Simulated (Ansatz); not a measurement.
```xyz
11

O    -1.363   -0.373   -2.094
C    -0.214   -0.428   -1.708
B     0.154    0.094   -0.280
Si   -0.073   -1.108    1.316
As    0.977    1.890   -0.090
H     0.574   -0.856   -2.374
H     0.540   -0.526    2.540
H    -1.538   -1.262    1.533
H     0.517   -2.453    1.076
H     0.274    2.348    1.168
H     0.151    2.675   -1.086
```

Total charge 0; spin multiplicity 1.

(1) List the PBE0/def2-TZVPP orbital energies in eV (Ansatz 0.2.0). (Best estimate.)

Results:

(1) The calculation gave: Occupied: -11598.62, -1802.58, -1469.20, -1312.64, -1312.63, -1312.61, -522.79, -280.45, -192.55, -185.67, -144.96, -139.25, -139.21, -139.14, -99.61, -99.61, -99.61, -45.70, -45.68, -45.61, -45.59, -45.56, -29.40, -18.77, -17.40, -15.55, -13.93, -12.65, -11.53, -11.32, -10.55, -10.08, -9.92, -8.89, -7.75, -7.12. Lowest empty: -2.60, -1.26, 0.21, 0.43, 0.90, 1.21, 1.41, 1.84.
